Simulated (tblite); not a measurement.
Torsional barriers computed with GFN2-xTB (tblite), climbing-image nudged elastic band, gas phase; electronic energies of the top image counted from the start geometry. The bands met a force threshold of 0.05 eV/Å; their tops weren't refined or checked by frequencies and can lie a kcal/mol or more above the method's true saddle points. Atom numbers follow the mapped SMILES.

Task: Rank the forward barriers of these bands, lowest first.
A. `[CH:1]#[C:2][CH2:3][C@H:4]([CH3:5])[NH:6][CH3:7]`: C2–C3–C4–N6 from -67° to 63°
B. `[Cl:1][CH2:2][CH2:3][O:4][CH:5]1[CH2:6][CH2:7]1`: C2–C3–O4–C5 from 73° to 180°
C. `[CH3:1][C:2](=[S:3])[c:4]1[cH:5][cH:6][cH:7][n:8][cH:9]1`: C9–C4–C2–C1 from 17° to -163°
D. `[CH:1]#[C:2][CH2:3][CH2:4][NH:5][CH2:6][CH3:7]`: C2–C3–C4–N5 from -175° to -62°

Result: B (2.0 kcal/mol), D (2.4 kcal/mol), C (3.4 kcal/mol), A (4.5 kcal/mol).

```csv
SMILES,ends of the turned bond,barrier (kcal/mol),end above start (kcal/mol),dihedral at top (°),bond at start (Å),bond at top (Å),Eyring rate at 298 K (s⁻¹)
ClCCOC1CC1,sp3 carbon bound to oxygen / ether oxygen,2.0,0.8,128,1.406,1.415,2 × 10^11
C#CCCNCC,propargylic carbon / sp3 carbon bound to nitrogen,2.4,1.0,-118,1.532,1.541,1 × 10^11
CC(=S)c1cccnc1,substituted aromatic carbon / thiocarbonyl carbon,3.4,0.6,84,1.454,1.468,2 × 10^10
C#CC[C@H](C)NC,propargylic carbon / sp3 carbon bound to nitrogen,4.5,1.2,0,1.540,1.555,3 × 10^9
```

Rates take the electronic barrier for the free energy of activation. GFN2-xTB barriers can miss by several kcal/mol, and conformer orders can be wrong, so the ranking may change at better levels.
